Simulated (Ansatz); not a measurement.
Basis-set series for C5H14OSi, SMILES `CCO[Si](C)(C)C`. Total charge 0; spin multiplicity 1. The geometry is a stationary point of PBE0-D4/def2-TZVP. It is one conformer, not always the lowest.

```json
{"functional": "PBE0-D4", "basis": "def2-TZVPP", "functions": "424", "energy (Eh)": "-563.43836", "HOMO (eV)": "-7.55", "LUMO (eV)": "0.94"}
{"functional": "PBE0-D4", "basis": "def2-QZVPP", "functions": "832", "energy (Eh)": "-563.46431", "HOMO (eV)": "-7.57", "LUMO (eV)": "0.52"}
{"functional": "ωB97M-V", "basis": "def2-TZVPP", "functions": "424", "energy (Eh)": "-563.71042", "HOMO (eV)": "-9.91", "LUMO (eV)": "2.29"}
{"functional": "ωB97M-V", "basis": "def2-QZVPP", "functions": "832", "energy (Eh)": "-563.73523", "HOMO (eV)": "-9.92", "LUMO (eV)": "1.64"}
```

Problem. Give the rows for def2-SVP. (Estimate.)

Solution. Ansatz gave: 
```csv
functional,basis,functions,energy (Eh),HOMO (eV),LUMO (eV)
PBE0-D4,def2-SVP,172,-563.02190,-7.45,1.53
ωB97M-V,def2-SVP,172,-563.27647,-9.79,3.09
```

Positive LUMOs are unbound and depend on the basis.
